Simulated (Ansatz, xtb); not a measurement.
**Ranking isomers of BH6OPSi**

5 gas-phase structures of BH6OPSi, from a drawn sample of its isomers (lower ones may exist). Each was relaxed with GFN2-xTB; where two conformers were screened, the lower at r2SCAN-D4/def2-SVP is listed:

A. `BPO[SiH3]`, a singlet
B. `BOP[SiH3]`, a singlet
C. `[SiH3]OBP`, a singlet
D. `BO[SiH2]P`, a singlet
E. `[SiH3]BOP`, a singlet

Which do you expect lowest at r2SCAN-D4/def2-SVP, and how would the others follow?

Calculated order at r2SCAN-D4/def2-SVP: C (0.0), D (0.2), B (25.8), E (33.8), A (39.6) kcal/mol. Less than 1 kcal/mol parts C and D, so the order within that pair means little. CCSD(T)/def2-SVP + ΔMP2/def2-TZVPP after further relaxation puts D lowest instead.

Energies above the lowest of each column, in kcal/mol; the last columns are at PBE0-D3(BJ)/def2-SVP geometries and were run for some of them only (a dash: not run or not comparable):

```
structure  GFN2-xTB  HF/STO-3G  r2SCAN-D4/def2-SVP  PBE0-D3(BJ)/def2-SVP  CCSD(T)/def2-SVP + ΔMP2/def2-TZVPP
        C       0.0        1.3                 0.0                   0.4                                 1.1
        D       0.6        0.0                 0.2                   0.0                                 0.0
        B      15.1       15.4                25.8                     –                                   –
        E      29.4       24.3                33.8                     –                                   –
        A      20.3       58.9                39.6                     –                                   –
```

CCSD(T)/def2-SVP + ΔMP2/def2-TZVPP puts D lowest of those it was run on; GFN2-xTB picks C. CCSD(T)/def2-SVP + ΔMP2/def2-TZVPP orders those it was run on as D (0.0), C (1.1) kcal/mol. Flexible structures stand in one conformer each, not always the lowest. Frequencies (PBE0-D3(BJ)/def2-SVP) were run for C, D alone. ΔMP2 is the change of the MP2 energy from the smaller to the larger basis.

Over these structures GFN2-xTB departs from r2SCAN-D4/def2-SVP by 6.6 kcal/mol on average once a common shift is removed. A GFN2-xTB relaxation took about 0.34 s and the r2SCAN-D4/def2-SVP energy about 2 s on a shared host (Ansatz 0.2.0, xtb 6.7.1).
